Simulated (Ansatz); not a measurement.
Born–Oppenheimer molecular dynamics of ClF₂H₃HfO₂ (9 atoms, charge 0, multiplicity 1). It starts at the highest image of a converged band. Of that band: A vibrational analysis at the climbing image gives one clearly imaginary mode, 62i cm⁻¹: a first-order saddle point.

Theory: RKS PBE0/def2-SVP in Ansatz.

```
ensemble                      : NVE (velocity Verlet)
time step                     : 0.5 fs
steps asked                   : 200
starting velocities drawn for : 100 K
seed                          : 11894
```

First frame:

```xyz
9
Properties=species:S:1:pos:R:3
Hf 0.463 -0.421 0.057
O -0.312 -0.369 2.271
H -1.224 -0.219 2.549
F 1.324 -0.389 -1.648
F 0.079 1.454 0.213
O -1.116 -1.452 -0.333
H -1.652 -1.918 -0.975
Cl 2.192 -1.579 1.284
H 0.098 -1.005 2.872
```

(1) How far do the bonds stretch over the last three quarters of this one trajectory? (Pairs bonded in most of those frames.)

## Answers

(1) 
```tsv
bond	mean (Å)	spread (Å)	shortest	longest
Hf1–O2	2.352	0.023	2.32	2.38
Hf1–F4	1.913	0.009	1.90	1.92
Hf1–F5	1.922	0.019	1.89	1.95
Hf1–O6	1.918	0.014	1.89	1.94
Hf1–Cl8	2.431	0.012	2.41	2.44
O2–H3	0.964	0.012	0.95	0.98
O2–H9	0.968	0.017	0.94	0.99
O6–H7	0.956	0.003	0.95	0.96
```

Mean temperature of the second half: 48 K. The conserved energy stayed within 0.085 meV per atom of its start (net change 0.0044 meV per atom), so the integration is sound. A run of 0.1 ps of so small a system gives no equilibrium averages. The orbitals stay closed-shell, which can raise the energy where a bond breaks towards radicals; this wasn't checked here.

Run time: 8.6 min on 4 threads of Arm Neoverse V1, on a shared host, peak memory 0.31 GiB.
